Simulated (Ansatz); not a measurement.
Geometry optimisation, Ansatz, UKS PBE-D4/def2-SVP.

input.yaml

```yaml
crystal:
  periodic: [false, false, false]
  atoms:
    - { symbol: Zr, position_ang: [0.0, 0.0, 0.0] }
    - { symbol: F, position_ang: [0.0, 0.0, 2.23] }
    - { symbol: F, position_ang: [1.8671, 0.0, -0.6593] }
    - { symbol: Cl, position_ang: [-1.1869, 2.0563, -0.8392] }
    - { symbol: Cl, position_ang: [-1.1869, -2.0563, -0.8392] }
    - { symbol: F, position_ang: [0.0, 0.0, 3.67] }
magnetization:
  spin_polarized: true
  initial_magnetization: 1
basis:
  gaussian: { orbitals: def2-SVP }
hamiltonian:
  xc: pbe
  dispersion: d4
relax:
  f_tol: 0.15
  max_steps: 25
  restrain:
    - { distance: [1, 5], at: 2.34, k: 30.0 }
    - { distance: [0, 1], at: 1.98, k: 30.0 }
output:
  orbitals: {}
```

Launched with:

```bash
$ ansatz run input.yaml --threads 4 --pin off --max-ram 5120MiB --backend cpu --events-out ev --progress --plain --runs-dir out
```

Question: Where does it end, and by what steps?

Answer: The run converged. The restraints hold the end off the free minimum; the threshold counts their pulls, which the force column leaves out. Restrained pairs: F2–F6 (1.44 → 2.34 Å), Zr1–F2 (2.23 → 1.95 Å). After 5 steps the energy has fallen by 3.307 eV (the restraints' own energy left out); F6 moved furthest, 0.53 Å. The start is strongly strained (largest force component 12 eV/Å).

| step | energy less start (eV) | largest force component (eV/Å) | accepted |
| --- | --- | --- | --- |
| 0 | 0.0000 | 11.807 | yes |
| 1 | -2.5654 | 4.357 | yes |
| 2 | -3.2999 | 0.581 | yes |
| 3 | -3.2956 | 1.172 | yes |
| 4 | -3.3047 | 0.704 | no |
| 5 | -3.3071 | 0.982 | yes |

```xyz
6
Properties=species:S:1:pos:R:3
Zr 0.007 0.000 -0.078
F 0.178 0.000 1.863
F 1.750 0.000 -0.820
Cl -1.133 1.920 -0.788
Cl -1.133 -1.920 -0.788
F -0.176 0.000 4.173
```

Time of the run: 43 s on 4 threads of Arm Neoverse V1 (shared host), peak memory 0.27 GiB.
